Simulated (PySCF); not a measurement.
C₂H₅IZn, SMILES C[CH2][Zn][I]. Atoms are numbered in the order given.

```xyz
9

Zn     0.2455     0.8713     0.0000
I     -0.0881    -1.5550     0.0000
C      0.5086     2.8052     0.0000
C     -0.7748     3.6302     0.0000
H      1.1285     3.0472    -0.8804
H      1.1285     3.0472     0.8804
H     -1.3990     3.4295     0.8852
H     -1.3990     3.4295    -0.8852
H     -0.5604     4.7127     0.0000
```

Geometry: PBE0-D3(BJ)/def2-SVP. The structure was generated by enumeration; whether it is a known compound was not checked. The def2 effective core potentials stand for the cores of I; spin–orbit coupling is left out. One conformer was computed; it need not be the lowest.

The numbers are results of B3LYP/def2-TZVP (PySCF), not measurements.

Isolated molecule, no solvent.

```
Quantity                                                                                                         Value
---------------------------------------------------------------------------------------------  -----------------------
total energy                                                                                       -2156.56196 hartree
point group                                                                                                         Cs
highest occupied level                                                                                        -7.21 eV
lowest empty level                                                                                            -1.00 eV
orbital gap                                                                                                    6.21 eV
dipole moment                                                                                                   2.33 D
quadrupole, principal values (traceless, Buckingham form, about the centre of nuclear charge)    -1.35, 0.46, 0.89 D·Å
mean static polarisability                                                                       85.7 bohr³ (12.70 Å³)
polarisability, principal values                                                               64.4, 67.4, 125.2 bohr³
```
